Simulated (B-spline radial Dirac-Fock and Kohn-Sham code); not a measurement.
Z = 54 (xenon), transition energy 67.5 keV. Level of theory: a Dirac-Hartree-Slater potential of the neutral atom with a Latter tail (no hole, which puts coefficients of high multipoles low close above an edge), finite nucleus with surface currents; a radial B-spline solver. Subshells that would emit electrons below 1 keV are left out.

Q: A pure transition shows α(K) = 28.2, L1/L2 = 8.92 and L1/L3 = 4.42. What is its multipolarity?
A. M4
B. E2
C. E1
D. M2
E. M3
F. E3
G. M1
H. E4

A: D. For comparison, α(K), L1/L2, L1/L3 are E1 0.537, 5.25, 3.68; E2 3.78, 0.281, 0.225; E3 20.3, 0.0269, 0.0231; E4 105, 0.00830, 0.00742; M1 2.20, 12.9, 54.9; M3 217, 6.14, 0.906; M4 1500, 4.59, 0.392.

Values without a named source are computed, but for edge energies of neutral atoms, which are taken from tables.
